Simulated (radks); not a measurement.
Q: K4+, 15 electrons, occupied as [Ne] 3s2 3p3. Calculated with a radial shooting solver on a logarithmic mesh with Libxc functionals: scalar-relativistic Kohn-Sham, BLYP, spin-polarised, spherical densities, point nucleus; open shells are filled with parallel spins first. Some entries of the table are withheld. Estimate them.

orbital  occ.  eigenvalue (eV)  <r^2> (bohr^2)
1s up       1        -3590.207        0.008836
1s down     1        -3589.268        0.008832
2s up       1        -416.8074          0.1776
2s down     1        -415.9976          0.1772
2p up       3        -344.2326          0.1513
2p down     3        -343.0717          0.1510
3s up       1              (1)           1.550
3s down     1              (2)           1.585
3p up       3         -73.0772             (3)
3p down     0         -68.4821             (4)

A: 
(1) 3s up eigenvalue (eV): -91.1946
(2) 3s down eigenvalue (eV): -86.3694
(3) 3p up <r^2> (bohr^2): 1.762
(4) 3p down <r^2> (bohr^2): 1.831
